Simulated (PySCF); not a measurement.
**Working out the ionisation energy of Ru**

Ru [Kr] 4d7 5s1 (5F) → Ru+ [Kr] 4d7 (4F). Calculation: PySCF 2.14, in x2c-TZVPall (8s6p6d1f, 63 functions); scalar relativity by spin-free X2C-1e. Frozen: [Kr]. Energies in hartree (1 hartree = 27.21139 eV):

```json
{"part": "UHF", "Ru (lower)": "-4527.987600", "Ru+ (upper)": "-4527.756182"}
{"part": "MP2 opposite-spin", "Ru (lower)": "-0.077791", "Ru+ (upper)": "-0.068847"}
{"part": "MP2 same-spin", "Ru (lower)": "-0.064890", "Ru+ (upper)": "-0.051680"}
```

Question: What does Hartree-Fock give?

Answer: (-4527.756182) − (-4527.987600) = 0.231418 hartree = 6.297 eV.

Question: What do MP2 and SCS-MP2 (6/5 opposite-spin, 1/3 same-spin) give?

Answer: The opposite-spin parts differ by 0.243 eV and the same-spin parts by 0.359 eV. MP2: 6.297 + (0.243) + (0.359) = 6.899 eV. SCS-MP2: 6.297 + 1.2 × (0.243) + (0.359)/3 = 6.708 eV.

Measured between the centres of the two terms (NIST): 7.365 eV, so MP2 (valence) is off by -0.466 eV.

What remains against the reference includes basis incompleteness, the frozen core and correlation beyond second order.
